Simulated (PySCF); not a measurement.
## `C[C@H](N)[C@H]1C[C@@H]1S`, C5H11NS

Geometry:
| atom | x (Å) | y (Å) | z (Å) |
| --- | --- | --- | --- |
| C1 | -1.002 | 1.691 | -0.330 |
| C2 | -0.938 | 0.165 | -0.353 |
| N3 | -2.175 | -0.369 | 0.195 |
| C4 | 0.298 | -0.324 | 0.390 |
| C5 | 0.858 | -1.689 | 0.119 |
| C6 | 1.601 | -0.471 | -0.335 |
| S7 | 3.139 | -0.052 | 0.508 |
| H8 | -1.031 | 2.050 | 0.697 |
| H9 | -1.902 | 2.024 | -0.838 |
| H10 | -0.133 | 2.115 | -0.825 |
| H11 | -0.881 | -0.176 | -1.394 |
| H12 | -2.153 | -1.383 | 0.196 |
| H13 | -2.295 | -0.060 | 1.154 |
| H14 | 0.354 | 0.024 | 1.416 |
| H15 | 1.264 | -2.250 | 0.946 |
| H16 | 0.391 | -2.301 | -0.640 |
| H17 | 1.640 | -0.256 | -1.394 |
| H18 | 2.956 | 1.268 | 0.477 |

The calculation used TDDFT wB97X-D/aug-cc-pVDZ circular dichroism and optical rotation, one conformer, gas phase (PySCF 2.14.0). Geometry: GFN2-xTB.

The molecule is flexible and this is one conformer; a measurement averages over conformers.

Q: Draw the ECD and absorption spectra from the lowest 12 states, each a Gaussian of half-width 0.35 eV at 1/e height.

A: 
| E (eV) | λ (nm) | Δε (L mol⁻¹ cm⁻¹) | ε (L mol⁻¹ cm⁻¹) |
| --- | --- | --- | --- |
| 5.07 | 245 | -0.20 | 41.8 |
| 5.22 | 238 | -0.60 | 129 |
| 5.37 | 231 | -1.26 | 311 |
| 5.52 | 225 | -1.99 | 645 |
| 5.67 | 219 | -2.39 | 1220 |
| 5.82 | 213 | -1.94 | 2020 |
| 5.97 | 208 | -0.27 | 2690 |
| 6.12 | 203 | +2.03 | 2790 |
| 6.27 | 198 | +3.57 | 2310 |
| 6.42 | 193 | +3.53 | 1730 |
| 6.57 | 189 | +2.31 | 1530 |
| 6.72 | 185 | +0.30 | 1800 |
| 6.87 | 181 | -2.95 | 2440 |
| 7.02 | 177 | -7.03 | 3300 |
| 7.17 | 173 | -8.53 | 4050 |
| 7.32 | 169 | -4.21 | 4230 |

Δε uses R in velocity form, ε uses f in length form. Only the states computed contribute, so the short-wavelength end is incomplete.
